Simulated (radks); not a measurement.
The numbers below are computed, except where a source is named.
Fractional charge and spin in the 6s shell of lutetium: the spin-up occupation runs from 0 to 1 and the spin-down occupation from 0 to 1; the fullest corner is Lu, [Xe] 4f14 5d(up 0.5, down 0.5) 6s(up 1, down 1). Level of theory: scalar-relativistic Kohn-Sham, BLYP, spin-polarised, spherical densities, finite nucleus; Fermi nuclear charge, rms radius of each element as measured or else 0.836 A^(1/3) + 0.57 fm (a radial shooting solver on a logarithmic mesh with Libxc functionals). Energy (eV) minus the two flat planes that join the four corners (they meet along the diagonal where the two added fractions sum to one electron); zero is where a piecewise linear energy would lie.

down \ up,0,0.25,0.5,0.75,1
0,0.000,-0.582,-0.772,-0.576,0.000
0.25,-0.582,-0.734,-0.502,0.106,-0.513
0.5,-0.772,-0.502,0.142,-0.445,-0.676
0.75,-0.576,0.106,-0.445,-0.643,-0.501
1,0.000,-0.513,-0.676,-0.501,0.000

Corners above the fullest one (they belong to Lu+ and the next ion): (up 1, down 0) 7.161 eV, (up 0, down 1) 7.161 eV, (up 0, down 0) 20.701 eV. With half an added electron in each spin the energy lies 0.142 eV from the planes, and with half an added electron in spin up alone -0.772 eV. The planes are only a guide here: the flat-plane condition holds for ground states with one frontier orbital, while this shell lies below other occupied shells, so the corners above the fullest one are inner-hole states and not the ground states of those ions.
